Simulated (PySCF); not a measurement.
A made-up structure of SiOF₂, singlet:

O1  (-0.022, -0.002, -0.088)
Si2  (0.336, -0.350, -1.503)
F3  (-0.729, 0.961, 0.312)
F4  (0.317, -0.607, 0.964)
(Å)

It is relaxed with PBE-D4/def2-SVP and then PBE0-D4/def2-TZVP (PySCF 2.14 with density fitting (its default auxiliary sets; JK sets also for MP2 and CCSD(T))). Atoms count as bonded within 1.22 times the sum of their covalent radii (H–H: 0.88 Å). The end point is not checked to be a true minimum.

(1) Does its bonding change? (A judgement: the text doesn't fix the answer.)

Answers

(1) Computed: Yes. Formed: Si2–F3; broken: O1–F3.

Where it ends: The first stage lowers the energy by 5.59 eV in 8 steps. It ends as SiOF₂ ([F][O][Si][F]):
```xyz
4
angstrom
O 0.5514 -0.8514 0.1111
Si 0.3063 0.0427 -1.2872
F -0.7533 1.1456 -0.8309
F -0.1566 -0.4850 1.2808
```

Labels in which every atom is bracketed show which atoms are joined, not bond orders.

For scale, one of the runs: PBE0-D4/def2-TZVP relaxation, 130 basis functions, launched by `OMP_NUM_THREADS=2 python run.py`. Hardware: 2 CPU threads of an Intel Xeon 6975P-C, shared host. Wall time 3.8 min; peak host memory 1.3 GiB.
